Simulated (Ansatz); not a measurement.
`FB[SiH2][SiH3]` + `C#C[SeH]` → `C#C[Se]BF` + `[SiH3][SiH3]` at 298.15 K and 1 bar (cleavage of the B–Si bond).

Program: Ansatz. Geometries: PBE0-D4/def2-TZVP. ΔE: electronic, gas phase. CCSD(T)/CBS adds triple-zeta CCSD(T) − MP2 to the extrapolated MP2 energy (def2 sets, frozen cores). For Se outer-core shells are correlated without core-valence functions, which leaves a few kJ/mol of doubt a bond. Scalar relativity is left out up to krypton. Each species was taken in one conformer, which may not be the lowest.

| species | CCSD(T)/CBS energy (Eh) | H − E (kJ/mol) | S (J/(mol·K)) |
| --- | --- | --- | --- |
| `FB[SiH2][SiH3]` | -706.37300 | 170.5 | 357.3 |
| `C#C[SeH]` | -2477.92583 | 81.8 | 276.8 |
| `C#C[Se]BF` | -2602.59174 | 110.2 | 331.1 |
| `[SiH3][SiH3]` | -581.74359 | 143.7 | 274.2 |

H − E and S are ideal-gas, rigid-rotor, harmonic terms from PBE0-D4/def2-TZVP, for one conformer and one mirror image of each species. 1 Eh = 2625.50 kJ/mol, R = 8.31446 J/(mol·K).

Problem. By hand: ΔE, ΔH, ΔS and ΔG.

Solution. ΔE = (-2602.59174) + (-581.74359) − (-706.37300) − (-2477.92583) = -0.03650 Eh = -95.8 kJ/mol. Δ(H − E) = 110.2 + 143.7 − 170.5 − 81.8 = 1.6, so ΔH = -94.2 kJ/mol. ΔS = 331.1 + 274.2 − 357.3 − 276.8 = -28.8 J/(mol·K). ΔG = -94.2 − 298.15 × (-28.8)/1000 = -85.6 kJ/mol.

Problem. By hand: the equilibrium constant, and the temperature at which ΔG would vanish if ΔH and ΔS stayed fixed.

Solution. log₁₀ K = −ΔG/(RT ln 10) = 15.0. ΔG = 0 at ΔH/ΔS = 3271 K, far beyond where these terms or the molecules hold.

ΔH outweighs TΔS. A doubt of 5 kJ/mol in ΔE shifts log₁₀ K by 0.9 here. Other conformers and mirror images would add mixing entropy, several J/(mol·K) or more a flexible species. Modes under 60 cm⁻¹, often nearly free rotors, make the harmonic entropy too high. These are equilibria of isolated gas molecules and say nothing of rates. Largest T1 diagnostic: 0.015 (customary marks: 0.02 for closed shells, 0.045 for open ones).
